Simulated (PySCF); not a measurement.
## C₆ coefficients of unlike pairs at PBE0

Calculated with PySCF 2.14 from the dipole response of each species, C₆(A,B) = (3/π) ∫ α_A(iu) α_B(iu) du, in atomic units, from isotropic polarisabilities. For ions this is the dispersion term alone; charge-induced terms of lower order in 1/R come first.

```csv
species,configuration,basis,relativity,α (bohr³),C₆ (like pair)
Nb⁺,[Kr] 4d4 (5D),aug-cc-pwCVQZ-PP with ECP28MDF (9s9p8d5f4g3h),core potential,27.94,182.2
Mo²⁺,[Kr] 4d4 (5D),aug-cc-pwCVTZ-PP with ECP28MDF (8s8p7d4f3g),core potential,10.07,53.53
Ru⁺,[Kr] 4d7 (4F),aug-cc-pwCVTZ-DK (11s10p8d4f3g),spin-free X2C,15.06,95.91
```

**Question.** Estimate C₆ for Mo²⁺ with Nb⁺.

**Answer.** The integral gives 94.73. The combination rule 2 C_A C_B / (C_A α_B/α_A + C_B α_A/α_B) gives 91.08 and the geometric mean 98.76.

No spin-orbit coupling is included.

The other pairs:

```json
{"pair": "Ru⁺, Nb⁺", "C₆": "129.2"}
{"pair": "Ru⁺, Mo²⁺", "C₆": "71.44"}
```
